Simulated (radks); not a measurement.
The numbers below are computed, except where a source is named.
Task: All-electron atom: Mo2+ in [Kr] 4d4. Level of theory: scalar-relativistic Kohn-Sham, PBE, spin-polarised, spherical densities, point nucleus; open shells are filled with parallel spins first (spin-orbit coupling, left out, can overturn this in heavy ions); hard spherical wall at 3 bohr (a radial shooting solver on a logarithmic mesh with Libxc functionals). Some entries of the table are withheld. Estimate them.

| orbital | occ. | eigenvalue (hartree) | <r^2> (bohr^2) |
|---|---|---|---|
| 1s down | 1 | -728.8206 | 0.001669 |
| 1s up | 1 | -728.8201 | 0.001669 |
| 2s up | 1 | -103.2424 | 0.02786 |
| 2s down | 1 | -103.2211 | 0.02785 |
| 2p up | 3 | -92.32962 | 0.02193 |
| 2p down | 3 | -92.31380 | 0.02192 |
| 3s up | 1 | -17.88535 | 0.2109 |
| 3s down | 1 | -17.87429 | 0.2109 |
| 3p up | 3 | -14.31093 | 0.2161 |
| 3p down | 3 | -14.29842 | 0.2160 |
| 3d up | 5 | -8.49675 | 0.2081 |
| 3d down | 5 | -8.47707 | 0.2078 |
| 4s up | 1 | -2.84603 | 1.397 |
| 4s down | 1 | -2.73439 | 1.380 |
| 4p up | 3 | -1.90110 | 1.689 |
| 4p down | 3 | -1.77968 | 1.672 |
| 4d up | 4 | -0.52347 | 2.371 |
| 4d down | 0 | -0.39275 | 2.372 |
| 5s up | 0 | 0.17949 | 3.735 |
| 5s down | 0 | 0.27992 | 3.770 |
| 5p up | 0 | 0.68366 | 3.760 |
| 5p down | 0 | 0.77677 | 3.792 |
| 4f up | 0 | (1) | 3.187 |
| 4f down | 0 | (2) | 3.213 |

Result: 
(1) 4f up eigenvalue (hartree): 0.77809
(2) 4f down eigenvalue (hartree): 0.90498
